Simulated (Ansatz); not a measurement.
`[NH2][GeH2][B](O)O` + HCl → `OB(O)Cl` + `[NH2][GeH3]`  (cleavage of the B–Ge bond)

Isolated molecules relaxed with PBE0-D4/def2-TZVP in Ansatz; ΔE leaves out vibrations. CCSD(T)/CBS adds triple-zeta CCSD(T) − MP2 to the extrapolated MP2 energy (def2 sets, frozen cores). This one scheme is used for every species. DFT in def2-TZVPP. B3LYP here is the variant with VWN-RPA as its local correlation; programs differ in this. HSE06 is defined as in plane-wave codes. For Ge outer-core shells are correlated without core-valence functions, which leaves a few kJ/mol of doubt a bond. Scalar relativity is left out up to krypton. Each species was taken in one conformer, which may not be the lowest.

`[NH2][GeH2][B](O)O`:

Cartesian coordinates in Å:
```
N -1.022 1.950 0.130
Ge -0.019 0.690 -0.788
B 0.467 -1.028 0.300
O 0.694 -2.260 -0.244
O 0.564 -0.904 1.648
H -1.933 1.594 0.390
H -0.564 2.242 0.985
H 1.260 1.418 -1.251
H -0.836 0.328 -2.049
H 0.594 -2.295 -1.197
H 0.795 -1.736 2.077
```

HCl:

```xyz
2

Cl   -0.498   -0.162    0.367
H     0.498    0.162   -0.367
```

`OB(O)Cl`:

```xyz
6

O    -1.126    0.053   -0.117
B     0.229    0.094   -0.065
O     0.921   -0.767    0.709
Cl    1.140    1.280   -1.012
H    -1.507    0.712   -0.700
H     0.343   -1.371    1.184
```

`[NH2][GeH3]`:

Cartesian coordinates in Å:
```
N 0.987 0.427 -0.439
Ge -0.638 -0.083 0.263
H 1.774 0.206 0.157
H 1.171 0.041 -1.355
H -1.715 0.368 -0.735
H -0.786 -1.605 0.502
H -0.792 0.645 1.607
```

```
         level  ΔE (kJ/mol)  difference from CCSD(T)/CBS
        PBE-D4        -91.0                          3.7
        B97M-V       -109.7                        -15.0
      B3LYP-D4        -97.4                         -2.7
    r2SCANh-D4       -102.9                         -8.2
    r2SCAN0-D4       -104.5                         -9.8
      BHLYP-D4       -104.2                         -9.5
  CAM-B3LYP-D4       -100.5                         -5.8
        B2PLYP       -101.2                         -6.5
        revPBE        -93.1                          1.6
        r2SCAN       -102.8                         -8.1
         B3LYP       -100.7                         -6.0
       r2SCAN0       -105.6                        -10.9
         HSE06        -99.2                         -4.5
         BHLYP       -107.9                        -13.2
       LC-ωPBE       -100.2                         -5.5
MP2/def2-TZVPP       -100.7                         -6.0
   CCSD(T)/CBS        -94.7                            0
```

Largest T1 diagnostic among the species: 0.012.

Leaving LDA and LC-ωPBE aside and taking each functional with its dispersion term where it has one, the values spread over 18.7 kJ/mol, from B97M-V to PBE-D4. The D4 term adds +3.2 kJ/mol with B3LYP and +2.2 kJ/mol with PBE0; it sums over pairs of atoms, weighted by their polarisabilities, and B3LYP, whose exchange is more repulsive, gets the larger term.
